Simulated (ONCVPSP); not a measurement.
## Configuration tests for zinc (ONCV)

```
Element                 : Zn (Z = 30)
Generator               : ONCVPSP 4.0.1
Type                    : optimised norm-conserving Vanderbilt (ONCV)
Functional              : revPBE
Relativity              : scalar-relativistic
Frozen core             : [Ne]
Valence charge          : 20
Reference configuration : 3s2 3p6 3d10 4s1.5 4p0.5
Partial waves           : 3s+4s: rc 0.95 bohr, ncon 5, nbas 10, qcut 14.7 1/bohr, 3 projectors, debl 2.7 Ha; 3p+4p: rc 1.00 bohr, ncon 4, nbas 8, qcut 11.8 1/bohr, 2 projectors; 3d: rc 0.75 bohr, ncon 5, nbas 9, qcut 11.3 1/bohr, local; f scattering state at 0.16 Ha: rc 0.90 bohr, ncon 4, nbas 9, qcut 14.3 1/bohr, 2 projectors, debl 1.2 Ha
Local potential         : the d channel
Core correction         : Teter function, fcfact 5.5, rcfact 1.6
```

Energies are relative to the spin-unpolarised reference configuration 3s2 3p6 3d10 4s1.5 4p0.5; without spin polarisation the order of configurations can differ from experiment. Not all tests gave a result: 1 of 4 tests not solved or not reliable.

```csv
valence configuration,charge,ΔE all-electron (eV),error AE − PS (meV)
3s2 3p6 3d10 4s2 4p0,0,-2.469,+0.2
3s2 3p6 3d10 4s1 4p0,+1,7.308,-0.3
3s2 3p6 3d9 4s2 4p0,+1,15.366,-5.2
```

Levels in the configuration 3s2 3p6 3d9 4s2 4p0:

```
level  all-electron (eV)  pseudo (eV)
   3s           -146.405     -146.447
   3p           -100.344     -100.392
   3d            -26.246      -26.254
   4s            -15.790      -15.791
```
